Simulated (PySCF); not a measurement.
NaPb⁺ at BHandHLYP

Level: BHandHLYP. basis Na aug-cc-pVDZ, Pb aug-cc-pVDZ-PP with ECP60; scalar-relativistic core potentials; PySCF 2.14.

| Item | Value |
| --- | --- |
| state | ³Π (triplet), unpaired electrons σ ↑, π ↑ |
| bond length | 3.424 Å |
| harmonic wavenumber | 106 cm⁻¹ |
| force constant | 0.136 mdyn/Å |
| rotational constant Be | 0.06946 cm⁻¹ |
| anharmonicity ωexe | 0.505 cm⁻¹ |
| vibration–rotation constant αe | 0.000516 cm⁻¹ |
| bond order (Mayer) | 0.45 |
| dipole moment (positive dipole points towards Pb; it is taken about the centre of mass and depends on that origin) | -10.49 D |

Spin–orbit coupling is left out, which matters for elements this heavy, above all for dissociation energies. The state is the lowest determinant that a PBE0 search found; another state may lie lower at other levels.
